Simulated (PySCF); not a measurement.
Harmonic spectrum computed at PBE in the def2-TZVP basis family (core potentials from Rb on, PySCF, no spin–orbit coupling):

| symmetry | ω (cm⁻¹) | IR (km/mol, summed over degenerate members) |
| --- | --- | --- |
| e | 208 | 0.0 |
| t2 | 303 | 1.7 |
| a1 | 446 | 0.0 |
| t2 | 717 | 553 |

Which molecule gave it? In each, all ligands are bound to the one heavy central atom.
A. SiCl₄ (singlet)
B. TiCl₄ (singlet)
C. ZrCl₄ (singlet)
D. CCl₄ (singlet)
E. GeCl₄ (singlet)

D. It has Td symmetry with C–Cl 1.782 Å (×4).
